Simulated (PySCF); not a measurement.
## Field gradients at the hydrogen positions

Species: C₃H₉FN₂Si₂.
Cartesian coordinates in Å at the GFN2-xTB level; atoms count from 1:
```xyz
17
C3H9FN2Si2 angstrom
N      3.2663    1.0396    0.6644
C      2.0647    0.6684    0.5151
C      1.5923   -0.5992    0.0214
C      0.3252   -0.9901   -0.1992
N     -0.8361   -0.2488   -0.1703
Si    -0.8962    1.4707   -0.5406
Si    -2.3437   -1.0660    0.1413
F     -1.9859   -2.5819    0.5261
H      3.9543    0.3540    0.3492
H      1.3137    1.3802    0.8498
H      2.3593   -1.3513   -0.1262
H      0.1671   -2.0359   -0.4363
H      0.2330    1.7528   -1.4152
H     -2.1699    1.6454   -1.2438
H     -0.9315    2.2399    0.7035
H     -3.1437   -1.1676   -1.0665
H     -2.9757   -0.4982    1.3167
```

Level: PBE0/pcSseg-1 (PySCF, non-relativistic); Q(2H) = 0.00286 b; rigid geometry, the same for H and D, with no vibrational averaging.

Question: Rank these positions by the coupling χzz of a deuteron there, largest first.
A. H14 (Si–H hydrogen)
B. H12 (vinylic hydrogen)
C. H11 (vinylic hydrogen)
D. H13 (Si–H hydrogen)
E. H9 (N–H hydrogen)

Answer: E (257 kHz), C (216 kHz), B (207 kHz), D (110 kHz), A (105 kHz).

Q: Give the electric field gradient Vzz (the principal value of largest size), its asymmetry and the 2H coupling at each hydrogen.

A: 
```
atom  bonded to  bond length (Å)  Vzz (au)     η  χzz (kHz)
  H9         N1            1.021    0.3827  0.02        257
 H10         C2            1.087    0.3108  0.07        209
 H11         C3            1.084    0.3207  0.12        216
 H12         C4            1.084    0.3086  0.11        207
 H13        Si6            1.456    0.1637  0.03        110
 H14        Si6            1.465    0.1569  0.08        105
 H15        Si6            1.463    0.1594  0.01        107
 H16        Si7            1.452    0.1645  0.01        111
 H17        Si7            1.450    0.1650  0.03        111
```

Q: Average by the element that carries the hydrogen.

A: on N: 257 kHz over 1 position, mean bond length 1.021 Å; on C: 211 kHz over 3 positions, mean bond length 1.085 Å; on Si: 109 kHz over 5 positions, mean bond length 1.457 Å.

Q: How does χzz go with the bond length over the 5 Si–H bonds?

A: A straight-line fit has a slope of -3.5 kHz for each 0.01 Å, with a correlation coefficient of -0.98, over lengths from 1.450 to 1.465 Å. The longer bonds have the smaller couplings here.

Isolated species at its GFN2-xTB geometry (one conformer only). GFN2-xTB bond lengths can be off by several hundredths of an ångström, more for odd bonds, and the gradients follow them. The small basis limits the accuracy of the gradients.

These values come from a run that also computed NMR shieldings. Time: 36 s wall; peak memory 0.85 GiB. Hardware: an Intel Xeon Platinum 8375C at 2.90 GHz with one thread, no GPU, shared host with 128 logical CPUs at a one-minute load of 42.
